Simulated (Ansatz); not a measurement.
Program: Ansatz. Geometries: PBE0-D4/def2-TZVP. ΔE: electronic, gas phase. CBS: MP2 limit from def2 TZ/QZ plus the TZ coupled-cluster correction, frozen cores. This one scheme is used for every species. DFT in def2-TZVPP. Triplets are unrestricted, without spin–orbit coupling. One conformer a species, not always the lowest.

Reaction (formal loss of a carbene): `CBNC` → `CBN` + `[CH2]` (triplet)

`CBNC`:

```xyz
12

C    -1.278    1.347   -0.737
B    -0.618    0.271    0.196
N     0.602   -0.318   -0.113
C     1.308   -1.313    0.659
H    -0.698    1.579   -1.635
H    -1.438    2.282   -0.190
H    -2.274    1.019   -1.056
H    -1.150   -0.081    1.216
H     1.076   -0.046   -0.961
H     0.727   -1.545    1.552
H     1.450   -2.239    0.093
H     2.293   -0.956    0.976
```

`CBN`:

Z-matrix (Å, degrees):
```
C
B 1 1.568
H 1 1.095 2 110.4
H 1 1.096 2 110.3 3 116.2
H 1 1.094 2 114.3 3 -121.9
N 2 1.392 1 122.0 3 122.1
H 2 1.202 1 121.0 3 -57.9
H 6 1.005 2 123.2 1 180.0
H 6 1.007 2 123.1 1 -0.0
```

`[CH2]` (triplet):

```xyz
3

C    -0.252    0.099   -0.051
H     0.458    0.877    0.182
H    -0.205   -0.976   -0.131
```

| level | ΔE (kJ/mol) |
| --- | --- |
| r2SCAN0-D4 | 376.8 |
| CAM-B3LYP-D4 | 403.2 |
| ωB97X-V | 415.9 |
| LC-ωPBE | 393.3 |

**Question.** What does CCSD(T)/CBS give? (Estimate.)

**Answer.** The calculation gave: +403.9 kJ/mol. The listed levels differ from it by -27.1, -0.7, 12.0, -10.6 kJ/mol.

Largest T1 diagnostic among the species: 0.011.

The D4 term adds +8.6 kJ/mol with B3LYP and +4.6 kJ/mol with PBE0; it sums over pairs of atoms, weighted by their polarisabilities, and B3LYP, whose exchange is more repulsive, gets the larger term. At CCSD(T), def2-SVP lies −9.9 kJ/mol from the extrapolated value and def2-TZVPP −10.2 kJ/mol.

B3LYP here is the variant with VWN-RPA as its local correlation; programs differ in this.
